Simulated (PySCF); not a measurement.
# Ru(34+): ionisation energy

Ru(34+) [Ne] (1S) → Ru(35+) [He] 2s2 2p5 (2P), as a difference of total energies. Computed with PySCF 2.14 in an uncontracted even-tempered set (19 s from 13 bohr⁻², ratio 2.2; 12 p from 16 bohr⁻², ratio 2.2; 6 d from 71 bohr⁻², ratio 2.4; 5 f from 110 bohr⁻², ratio 2.4; 4 g from 160 bohr⁻², ratio 2.4), with scalar relativity by spin-free X2C-1e. Correlated levels: nothing frozen; virtual orbitals above 40 to 60 times the deepest correlated orbital energy dropped. The calculations carry no spin-orbit coupling.

```tsv
method	ionisation energy (eV)
UHF	4799.1
LDA	4797.0
PBE	4797.2
PBE0	4798.2
r2SCAN	4800.4
M06-2X	4799.0
r2SCAN0	4800.5
MP2 (all electrons)	4800.8
SCS-MP2 (all electrons)	4800.6
```

A first-order spin-orbit estimate (lowest level to lowest level, LS coupling) adds -43.975 eV.

For this ion Breit and QED terms and the two-electron picture change, all absent here, outweigh the differences among the correlated methods.

For comparison: 4758 ± 3 eV (semi-empirical (NIST evaluation); NIST Atomic Spectra Database, ionization energies).
